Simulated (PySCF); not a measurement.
**Excitation energy of Tl⁺ by level of theory**

Tl⁺ [Xe] 4f14 5d10 6s2 (1S) → Tl⁺ [Xe] 4f14 5d10 6s1 6p1, s spin flipped, as a difference of total energies. All numbers are calculated (PySCF 2.14, scalar relativity by spin-free X2C-1e, in x2c-TZVPPall (11s7p6d3f, 83 functions)). Correlated levels: valence: [Xe] 4f14 5d10 frozen. The calculations carry no spin-orbit coupling.

```tsv
method	excitation energy (eV)
UHF	7.439
MP2 (valence)	7.522
SCS-MP2 (valence)	7.538
```

How much does correlation contribute at MP2 (valence)?

7.522 − (7.439) = 0.083 eV, measured against UHF.

The upper determinant mixes two multiplicities, so it lies between the two terms.

The basis was made for the ground configuration and has no added diffuse functions, so the excitation energy can come out too high.

The coupled-cluster amplitudes are large for the upper state (T1 above 0.03 or a double amplitude above 0.15), so a single reference is strained.
